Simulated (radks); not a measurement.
Q: Radial electron density D(r) = 4 pi r^2 rho(r) of an atom or ion with 28 electrons. All-electron calculation, Dirac Kohn-Sham, LB94 model potential, spin-unpolarised, spherical densities, finite nucleus; Fermi nuclear charge, rms radius of each element as measured or else 0.836 A^(1/3) + 0.57 fm. Program: a radial shooting solver on a logarithmic mesh with Libxc functionals.

| r (bohr) | D(r) (e/bohr) |
|---|---|
| 0.005286 | 4.292 |
| 0.006938 | 6.665 |
| 0.009107 | 10.06 |
| 0.01186 | 14.46 |
| 0.01557 | 20.05 |
| 0.02043 | 26.09 |
| 0.02682 | 31.34 |
| 0.0352 | 34.09 |
| 0.04584 | 33.26 |
| 0.06016 | 29.71 |
| 0.07897 | 27.04 |
| 0.1037 | 29.24 |
| 0.135 | 35.30 |
| 0.1772 | 38.46 |
| 0.2325 | 32.16 |
| 0.3052 | 20.96 |
| 0.4006 | 16.18 |
| 0.5217 | 18.97 |
| 0.6848 | 19.94 |
| 0.8988 | 14.52 |
| 1.18 | 7.620 |
| 1.536 | 3.574 |
| 2.016 | 1.840 |
| 2.647 | 1.018 |
| 3.474 | 0.4627 |
| 4.56 | 0.1389 |
| 5.938 | 0.02436 |
| 7.794 | 0.001849 |

What is the nuclear charge?

A: Z = 28. The innermost maximum, from 1s, lies near gamma/Z bohr with gamma = sqrt(1 - (Z/c)^2) = 0.979, here 0.035 bohr (found: 0.0378), and its height grows with Z. The density is that of neutral nickel in [Ar] 3d8 4s2; the configuration itself is not fixed sharply by these data, and Z only to about a unit. D(r) has 3 maxima, at r = 0.0378, 0.172, 0.627 bohr, and minima at 0.0815, 0.397 bohr, inside which lie 2.12, 10.86 electrons.
